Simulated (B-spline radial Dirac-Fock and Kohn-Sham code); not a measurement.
In the model described below, an M1 (3s) vacancy in atomic germanium, [Ar] 3d10 4s2 4p2, lives for 0.19 fs, which corresponds to a natural width of 3.47 eV. Out of 1000 such holes, about 0.020 decay by emitting a photon, 994 by a Coster-Kronig transition that moves the hole within the M shell, and the rest by ordinary Auger emission. The strongest X-ray line is M1-M3 at 60.87 eV, with 61 % of the radiative rate. The strongest electron group is M1-M3N1 near 35 eV, with 19 % of the non-radiative rate. The Coster-Kronig yields by final subshell (the deeper hole where both stay in the shell) are M2 0.228, M3 0.497, M4 0.134, M5 0.136. The recommended width for the element is 2.10 eV (Campbell and Papp 2001). Independent-particle models tend to overestimate Coster-Kronig rates.

Method: one-electron (LDA, Dirac) transition rates at Dirac-Fock energies. Computed with a B-spline atomic structure program.
